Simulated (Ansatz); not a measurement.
Born–Oppenheimer molecular dynamics of BrClH$_{4}$O$_{3}$Sn (10 atoms, charge 0, multiplicity 1). It starts at the highest image of a converged band, a first-order saddle point between two minima.

Method: Ansatz 0.2.0, RKS LDA/def2-SVP.

```yaml
ensemble: NVE (velocity Verlet)
time_step: 0.5 fs
steps_asked: 200
starting_velocities_drawn_for: 100 K
seed: 5449
```

First frame:

```xyz
10
Properties=species:S:1:pos:R:3
Sn 0.207 0.335 -0.006
Cl -0.060 -0.173 2.584
O 1.924 -0.191 -0.806
H 1.770 -1.094 -1.162
O -1.031 1.622 -0.829
H -1.770 1.071 -1.170
O -0.829 -1.323 -0.345
H -1.055 -1.753 0.505
Br 1.407 2.312 1.290
H 0.711 1.117 2.392
```

**Question.** How far do the bonds stretch over the last three quarters of this one trajectory? (Pairs bonded in most of those frames.)

**Answer.** 
```json
{"bond": "Sn1–Cl2", "mean (Å)": "2.542", "spread (Å)": "0.064", "shortest": "2.44", "longest": "2.64"}
{"bond": "Sn1–O3", "mean (Å)": "1.963", "spread (Å)": "0.006", "shortest": "1.96", "longest": "1.97"}
{"bond": "Sn1–O5", "mean (Å)": "1.966", "spread (Å)": "0.013", "shortest": "1.95", "longest": "1.99"}
{"bond": "Sn1–O7", "mean (Å)": "1.980", "spread (Å)": "0.013", "shortest": "1.96", "longest": "2.00"}
{"bond": "Sn1–Br9", "mean (Å)": "2.740", "spread (Å)": "0.030", "shortest": "2.69", "longest": "2.81"}
{"bond": "O3–H4", "mean (Å)": "0.983", "spread (Å)": "0.011", "shortest": "0.97", "longest": "1.00"}
{"bond": "O5–H6", "mean (Å)": "0.983", "spread (Å)": "0.001", "shortest": "0.98", "longest": "0.99"}
{"bond": "O7–H8", "mean (Å)": "0.980", "spread (Å)": "0.011", "shortest": "0.96", "longest": "1.00"}
{"bond": "Br9–H10", "mean (Å)": "1.619", "spread (Å)": "0.085", "shortest": "1.45", "longest": "1.77"}
```

Mean temperature of the second half: 85 K. The conserved energy stayed within 0.042 meV per atom of its start (net change 0.021 meV per atom), so the integration is sound. A run of 0.1 ps of so small a system gives no equilibrium averages. The orbitals stay closed-shell, which can raise the energy where a bond breaks towards radicals; this wasn't checked here.

Run time: 3.3 min on 4 threads of Intel(R) Xeon(R) CPU @ 2.60GHz (Ice Lake), with other jobs on the host, peak memory 0.23 GiB.
